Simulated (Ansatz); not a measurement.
Correlation energies of C₃H₉BF₂Si (`C[Si](C)(C)B(F)F`) by basis set

Z-matrix (Å, degrees):
```
C
Si 1 1.878
H 1 1.094 2 110.3
H 1 1.093 2 111.6 3 119.8
H 1 1.093 2 111.1 3 -119.7
C 2 1.874 1 110.5 3 -62.4
C 2 1.878 1 109.5 3 59.6
B 2 2.042 1 108.2 3 177.4
H 6 1.094 2 110.8 1 60.7
H 6 1.093 2 111.2 1 -59.4
H 6 1.093 2 111.2 1 -179.3
H 7 1.093 2 111.6 1 -179.3
H 7 1.094 2 110.4 1 -59.5
H 7 1.093 2 111.1 1 60.2
F 8 1.326 2 121.5 1 -59.9
F 8 1.325 2 123.4 1 120.0
```

The species carries charge 0 and has multiplicity 1. The geometry is a stationary point of PBE0-D4/def2-TZVP. It is one conformer, not always the lowest. Frozen core, restricted reference, Ansatz.

```csv
basis,HF (Eh),MP2 corr.,CCSD corr.,(T),CCSD(T) total
def2-SVP,-631.13528,-0.97871,?,?,?
def2-TZVPP,?,?,–,–,–
def2-QZVPP,-631.67538,-1.34213,–,–,–
```

(1) Fill in the withheld values. (Estimate.)

## Answers

(1) The calculation gave: def2-SVP CCSD corr.: -1.04603; def2-SVP (T): -0.02589; def2-SVP CCSD(T) total: -632.20720; def2-TZVPP HF (Eh): -631.65095; def2-TZVPP MP2 corr.: -1.24492.
